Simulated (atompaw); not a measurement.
# An all-electron radial function and its pseudo partner (rhodium)

Columns: radius, all-electron u(r) and pseudo u(r) of the 5p shell (level -0.80 eV) of rhodium in the configuration [Ar] 3d10 4s2 4p6 4d8 5s1 5p0; PBEsol, scalar-relativistic, PAW (atompaw) scheme, atompaw 4.2.0.5.

| r (bohr) | all-electron | pseudo |
| --- | --- | --- |
| 0.067 | -0.0636 | -0.0017 |
| 0.135 | -0.0140 | -0.0066 |
| 0.202 | 0.0620 | -0.0145 |
| 0.269 | 0.0964 | -0.0248 |
| 0.337 | 0.0846 | -0.0373 |
| 0.404 | 0.0442 | -0.0507 |
| 0.471 | -0.0076 | -0.0646 |
| 0.538 | -0.0584 | -0.0779 |
| 0.606 | -0.1017 | -0.0902 |
| 0.673 | -0.1331 | -0.1001 |
| 0.740 | -0.1526 | -0.1072 |
| 0.808 | -0.1608 | -0.1109 |
| 0.875 | -0.1590 | -0.1105 |
| 0.942 | -0.1491 | -0.1060 |
| 1.010 | -0.1326 | -0.0971 |
| 1.077 | -0.1115 | -0.0842 |
| 1.144 | -0.0870 | -0.0673 |
| 1.212 | -0.0598 | -0.0468 |
| 1.279 | -0.0317 | -0.0238 |
| 1.346 | -0.0029 | 0.0014 |
| 1.413 | 0.0259 | 0.0279 |
| 1.481 | 0.0548 | 0.0555 |
| 1.548 | 0.0825 | 0.0827 |
| 1.615 | 0.1094 | 0.1095 |
| 1.683 | 0.1356 | 0.1356 |
| 1.750 | 0.1603 | 0.1603 |

(1) How many radial nodes do the two functions have?

(2) Is the pseudo-wave norm-conserving?

## Answers

(1) The all-electron 5p function has n − l − 1 = 3; the pseudo-wave has 1, since 1 lower shell of the same l stays in the valence.

(2) No, it belongs to a PAW set: the norm inside the radius is not constrained, and the difference is carried by the augmentation charge.
